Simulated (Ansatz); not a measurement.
Consider the redistribution: `C[O][SnH2][SeH]` + `[OH][Al]([OH])[SeH]` → `[SeH][SnH2][SeH]` + `C[O][Al]([OH])[OH]`.

Computed with Ansatz on PBE0-D4/def2-TZVP structures; ΔE is electronic, products minus reactants. CBS: MP2 limit from def2 TZ/QZ plus the TZ coupled-cluster correction, frozen cores. Functionals use def2-TZVPP. B3LYP here is the variant with VWN-RPA as its local correlation; programs differ in this. Elements past krypton have def2 core potentials. For Se, Sn outer-core shells are correlated without core-valence functions, which leaves a few kJ/mol of doubt a bond. Scalar relativity is left out up to krypton. One conformer a species, not always the lowest.

`C[O][SnH2][SeH]`:

Cartesian coordinates in Å:
```
C 0.681 1.465 -0.337
O -0.436 0.819 -0.891
Sn -1.116 -0.828 -0.067
Se 0.770 -2.505 0.072
H 0.492 1.827 0.684
H 1.567 0.816 -0.310
H 0.918 2.332 -0.960
H -2.300 -1.360 -1.159
H -1.642 -0.451 1.512
H 1.065 -2.115 1.456
```

`[OH][Al]([OH])[SeH]`:

Cartesian coordinates in Å:
```
O -1.223 1.189 -0.052
Al -0.089 0.003 0.328
O -0.007 -0.485 1.938
Se 1.325 -0.960 -1.238
H -1.361 1.543 -0.927
H 0.596 -1.147 2.270
H 0.759 -0.143 -2.319
```

`[SeH][SnH2][SeH]`:

Z-matrix (Å, degrees):
```
Sn
Se 1 2.531
Se 1 2.531 2 112.8
H 1 1.701 2 106.0 3 116.1
H 1 1.704 2 109.0 3 -120.7
H 2 1.469 1 91.7 3 75.9
H 3 1.469 1 91.6 2 -80.3
```

`C[O][Al]([OH])[OH]`:

```xyz
10

C     1.347   -0.665   -1.045
O     0.166   -0.781   -0.304
Al   -0.775    0.292    0.578
O    -2.177   -0.237    1.357
O    -0.308    1.911    0.683
H     1.743    0.357   -1.045
H     1.170   -0.963   -2.083
H     2.115   -1.328   -0.631
H    -2.471   -1.146    1.319
H    -0.810    2.560    1.173
```

Task: Is it downhill or uphill in electronic energy at CCSD(T)/CBS, and by how much? (An estimate is asked.)

Result: Computed: Downhill: ΔE = -17.3 kcal/mol.

Task: What do these levels give: BLYP-D4, B3LYP-D4, r2SCAN0-D4, CAM-B3LYP, CCSD/def2-SVP, HF/def2-QZVPP? (An estimate is asked.)

Result: Computed: BLYP-D4 -17.8, B3LYP-D4 -18.9, r2SCAN0-D4 -18.6, CAM-B3LYP -19.1, CCSD/def2-SVP -20.1, HF/def2-QZVPP -20.7 kcal/mol.

Task: What do rigid-rotor, harmonic-oscillator terms from PBE0-D4/def2-TZVP frequencies (298.15 K, 1 bar) make of the CCSD(T)/CBS value? (An estimate is asked.)

Result: Computed: ΔZPE = +0.3 kcal/mol, ΔH = -16.9 kcal/mol, ΔS = 15 J/(mol·K), ΔG = -17.9 kcal/mol. Modes under 50 cm⁻¹ make the entropy rough.

Largest T1 diagnostic among the species: 0.012.

From r2SCAN to r2SCAN0 (25 % exact exchange), in def2-TZVPP and without D4, ΔE moves by −1.3 kcal/mol. At CCSD(T), def2-SVP lies −2.1 kcal/mol from the extrapolated value and def2-TZVPP +0.1 kcal/mol.
